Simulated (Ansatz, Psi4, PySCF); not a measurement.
Species: B2H3, net charge 0, doublet state. SMILES: [BH]B
Geometry: optimised at B3LYP-D3(BJ)/def2-TZVP (Ansatz, a quantum-chemistry and plane-wave program).

Wanted: atomisation energy, in kcal/mol. Terms: 6-31G* and kin with 6d, 5d where marked; non-relativistic; atomisation electronic, to ground-state atoms; open shells spin-unrestricted; dispersion terms only where a functional's name holds one; no spin-orbit coupling; frozen cores in correlated levels; LANL2DZ all-electron up to Ne. CBS(X,Y): correlation extrapolated as X^-3; Hartree-Fock from the larger set. First-principles rows: single points at B3LYP-D3(BJ) geometries (Ansatz).

Coupled cluster (Ansatz) is a level with limits of its own, used here on species with T1 under 0.025 (0.045 for open shells) and stable references: CCSD(T)/CBS(def2-TZVPPD,def2-QZVPPD).

Value to compare with, CCSD(T)/CBS(def2-TZVPPD,def2-QZVPPD) (Ansatz): 357.4 kcal/mol.

```
level               program  atomisation energy (kcal/mol)  difference
------------------  -------  -----------------------------  ----------
HF/LANL2DZ           Ansatz                          285.3       -72.1
HF/6-31G*            Ansatz                          299.8       -57.6
PBE/STO-3G           Ansatz                          504.6       147.2
BLYP/6-31G*          Ansatz                          367.0         9.6
BP86/6-31G* (5d)      PySCF                          377.6        20.2
B3LYP/3-21G          Ansatz                          365.8         8.4
B3LYP/LANL2DZ        Ansatz                          359.9         2.5
B3LYP/6-31+G*        Ansatz                          366.6         9.2
B3LYP/6-31G**        Ansatz                          372.3        14.9
B3LYP/def2-SVP       Ansatz                          367.5        10.1
wB97X-D/6-31G*         Psi4                          368.0        10.6
MP2/3-21G            Ansatz                          316.2       -41.2
B3PW91/6-31G* (5d)    PySCF                          370.2        12.8
PBE/def2-TZVPD       Ansatz                          369.7        12.3
wB97X-V/def2-TZVPD   Ansatz                          363.9         6.5
```

Among the 13 habitual levels, PBE/STO-3G lies farthest from CCSD(T)/CBS(def2-TZVPPD,def2-QZVPPD) (Ansatz) (147.2 kcal/mol) and B3LYP/LANL2DZ nearest (2.5); 10 of 13 lie above it, and their mean absolute difference is 32.0 kcal/mol, the median 12.8. One case shows no general order.

The levels are drawn from those run, B3LYP/6-31G* more often than the rest, none by its result; left out are runs that failed, that the program found above a lower state of the same kind, or whose <S^2> lies over 0.5 above the pure value.
